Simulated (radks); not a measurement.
The numbers below are computed, except where a source is named.
Task: These are the eigenvalues of the occupied orbitals of an atom or ion with whole-number occupations (eV). Level of theory: Dirac Kohn-Sham, PBE, spin-unpolarised, spherical densities, finite nucleus; Fermi nuclear charge, rms radius of each element as measured or else 0.836 A^(1/3) + 0.57 fm (a radial shooting solver on a logarithmic mesh with Libxc functionals).

| orbital | eigenvalue |
|---|---|
| 1s1/2 | -3587.867 |
| 2s1/2 | -416.7449 |
| 2p1/2 | -345.7239 |
| 2p3/2 | -342.8114 |
| 3s1/2 | -89.4863 |
| 3p1/2 | -71.6501 |
| 3p3/2 | -71.2896 |

Which element is it, and in what charge state? The configuration may be excited. Open shells, if any, fill j = l - 1/2 first.

Result: Z = 19, potassium, charge +4: K4+ in [Ne] 3s2 3p3. The list shows which subshells hold electrons but not how many an open one holds; the 1s level, -131.85 hartree, gives Z - s = 16.2 by -(Z - s)^2/2, which with screening and relativity narrows Z to a few neighbours, and the depths of the outer levels then fix element, charge and occupations together.
